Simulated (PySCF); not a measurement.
A TDDFT job, as run on Mo(NH)Br4, `[NH]=[Mo]([Br])([Br])([Br])[Br]`.

The calculation used PySCF 2.14.0, density-fitted response routines, TDDFT B3LYP/def2-SVPD, vertical, gas phase, core orbitals frozen in the response, def2 core potentials past Kr.

Input of the driver that calls PySCF (job settings, then Cartesian coordinates in Å):

```
{"job": {"kind": "uv", "xc": "B3LYP", "basis": "def2-SVPD", "ip": true, "nstates": 10}, "charge": 0, "multiplicity": 1}
Mo     0.0182    -0.0480    -0.3180
N     -0.0062     0.1088     1.3416
H     -0.0202     0.2129     2.3562
Br     2.4288    -0.0864    -0.8268
Br     0.0227     2.2863    -1.0768
Br    -2.3782    -0.0924    -0.8852
Br     0.0267    -2.4832    -0.6595
```

Output:

```
coarse grid: 45096 points
cycle   1  E = -10419.1181541285  dE = -1.165e+01  |g| = 5.770e-01  |ddm| = 5.522e+00
cycle   2  E = -10418.8698292740  dE =  2.483e-01  |g| = 1.242e+00  |ddm| = 1.610e+00
cycle   3  E = -10419.1074380524  dE = -2.376e-01  |g| = 6.142e-01  |ddm| = 1.292e+00
cycle   4  E = -10419.1810090445  dE = -7.357e-02  |g| = 2.425e-01  |ddm| = 6.558e-01
cycle   5  E = -10419.1963682656  dE = -1.536e-02  |g| = 7.169e-02  |ddm| = 3.120e-01
cycle   6  E = -10419.1975570227  dE = -1.189e-03  |g| = 1.172e-02  |ddm| = 8.180e-02
cycle   7  E = -10419.1975780978  dE = -2.108e-05  |g| = 1.716e-03  |ddm| = 1.311e-02
cycle   8  E = -10419.1975786909  dE = -5.931e-07  |g| = 6.729e-04  |ddm| = 4.356e-03
final grid: 83064 points
cycle   9  E = -10419.1974635799  dE =  2.048e-07  |g| = 1.239e-03  |ddm| = 4.564e-03
cycle  10  E = -10419.1974618372  dE =  1.743e-06  |g| = 2.816e-03  |ddm| = 5.690e-03
cycle  11  E = -10419.1974639220  dE = -2.085e-06  |g| = 6.393e-04  |ddm| = 3.701e-03
cycle  12  E = -10419.1974640119  dE = -8.995e-08  |g| = 1.799e-04  |ddm| = 7.209e-04
cycle  13  E = -10419.1974640188  dE = -6.887e-09  |g| = 5.531e-05  |ddm| = 1.969e-04
cycle  14  E = -10419.1974640196  dE = -8.149e-10  |g| = 3.265e-06  |ddm| = 6.888e-05
converged SCF energy = -10419.1974640196

Static polarisability (au): isotropic 157.097, principal 108.382 181.047 181.861

Singlet excitations
state   eV       nm        f      main configurations
  1   1.4977    827.8   0.00000   H->L 0.99
  2   1.8170    682.4   0.00001   H-3->L 1.00
  3   1.8862    657.3   0.00565   H-4->L 0.47, H-1->L 0.30, H-2->L 0.22
  4   1.9070    650.2   0.00683   H-5->L 0.48, H-2->L 0.30, H-1->L 0.21
  5   2.1480    577.2   0.03720   H-1->L 0.44, H-4->L 0.28, H-5->L 0.24
  6   2.1510    576.4   0.03737   H-2->L 0.45, H-5->L 0.27, H-4->L 0.24
  7   2.8392    436.7   0.00000   H-6->L 1.00
  8   3.0691    404.0   0.00061   H->L+1 1.00
  9   3.0840    402.0   0.00052   H->L+2 1.00
 10   3.3814    366.7   0.00421   H-8->L 0.73, H-7->L 0.21

Triplet excitations (Tamm-Dancoff, eV): 0.8978 1.5453 1.5490 1.7159
Vertical ionisation energy (delta-SCF) = 9.3051 eV
Vertical electron affinity (delta-SCF) = 3.8370 eV
```

The SCF starts on a coarse grid; the energy jumps when the final grid takes over, and dE counts afresh there. The run used 226 basis functions and 14 SCF iterations for the ground state.

The run took 13 min wall (with the writing of density and orbital grids) on an Intel Xeon at 2.50 GHz with one thread, shared host, and the process peaked at 1.3 GiB of memory.

**Question.** What frontier levels and dipole did the ground state of this run have?

**Answer.** HOMO -7.47 eV, LUMO -5.34 eV, dipole 2.92 D.

Isolated species at its PBE0-D3(BJ)/def2-SVP geometry, gas phase. Atoms past krypton carry effective core potentials; spin–orbit coupling is left out.
